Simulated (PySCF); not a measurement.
# Correlation energy of Ga (gallium, neutral)

[Ar] 3d10 4s1 4p1 5s1, high-spin 4P determinant (an excited configuration). All numbers are calculated (PySCF 2.14, scalar relativity through the core potential, in aug-cc-pVTZ-PP with ECP10MDF (6s5p4d2f, 55 functions)). Frozen: 3s2 3p6 3d10; 3 electrons correlated.

MP2 pair energies summed by pair of shells (mhartree):

```csv
pair,energy,share (%)
4s-4p,-2.41,40.3
4p-5s,-2.21,36.9
4s-5s,-1.37,22.8
```

Total MP2 correlation energy: -5.99 mhartree.

Same-spin part -5.99 and opposite-spin part 0.00 mhartree; SCS-MP2 scales them by 1/3 and 6/5 to -2.00 mhartree.
